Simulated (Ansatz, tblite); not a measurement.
Removing an electron: Si24AsH34⁻. Charge -1, multiplicity 1. Geometry: r2SCAN-D4/def2-SVP. Ansatz, gas phase; energy differences of separate SCF runs; the oxidised species was run as a doublet alone.

Cartesian coordinates in Å:
```
Si 1.823 2.552 0.675
Si -0.922 1.517 5.227
Si 3.274 0.025 -1.826
Si 0.969 -0.572 2.642
Si 0.650 2.224 -2.967
Si -1.783 1.738 1.505
Si 2.382 -0.006 -5.549
Si 1.515 -2.914 -3.292
Si -1.176 -0.660 -4.465
Si -0.931 -3.650 0.832
Si -3.569 -1.405 -0.299
Si -2.635 -1.412 3.404
Si 3.782 1.437 -0.004
Si 1.019 3.737 -1.194
Si 2.732 1.382 -3.670
Si 1.168 0.599 4.667
Si -1.623 2.957 3.506
As 0.271 0.783 0.841
Si -2.489 -0.226 5.429
Si 1.246 -1.264 -1.627
Si -0.569 -2.352 2.782
Si -0.469 0.173 -2.374
Si -3.327 -0.037 1.624
Si 0.795 -1.719 -5.183
Si -1.663 -2.543 -1.129
H 2.026 3.419 1.885
H -0.822 2.274 6.523
H 4.500 -0.802 -2.107
H 2.323 -1.073 2.231
H -0.021 2.990 -4.075
H -2.139 2.675 0.389
H 3.690 -0.626 -5.956
H 1.935 0.838 -6.711
H 2.963 -3.285 -3.452
H 0.748 -4.182 -3.086
H -1.512 0.466 -5.404
H -2.354 -1.586 -4.438
H 0.378 -4.364 0.602
H -1.843 -4.713 1.397
H -4.157 -0.489 -1.342
H -4.731 -2.261 0.145
H -3.637 -2.520 3.581
H 4.826 2.457 -0.366
H 4.339 0.646 1.145
H 2.013 4.801 -1.568
H -0.252 4.449 -0.832
H 3.758 2.424 -4.022
H 2.185 1.695 4.537
H 1.627 -0.305 5.777
H -0.637 4.078 3.347
H -2.941 3.574 3.882
H -2.070 -1.131 6.553
H -3.819 0.358 5.810
H 1.248 -1.851 -0.255
H -0.084 -3.211 3.921
H -1.618 0.554 -1.500
H -4.643 0.593 2.003
H 0.672 -2.526 -6.446
H -2.420 -3.728 -1.723
```

The xTB rows come from tblite. Single mean-field runs in def2-TZVP are fitted with def2-universal-jkfit.

Task: Estimate orbital energies and vertical ionisation energies at: GFN1-xTB; GFN2-xTB; PBE-D4/def2-TZVP; r2SCAN-D4/def2-TZVP; PBE0-D4/def2-TZVP.

Result: 
```
              level  −HOMO (eV)  vertical IE (eV)  −LUMO (eV)  HOMO–LUMO gap (eV)
           GFN1-xTB        7.89              9.18        6.13                1.75
           GFN2-xTB        5.29              6.83        3.45                1.84
   PBE-D4/def2-TZVP        1.83              3.49       -0.17                1.99
r2SCAN-D4/def2-TZVP        1.91              3.41       -0.30                2.21
  PBE0-D4/def2-TZVP        2.52              3.51       -0.84                3.36
```

 Raw xTB energy differences between charge states are shifted by several eV; the methods need an empirical correction for them.
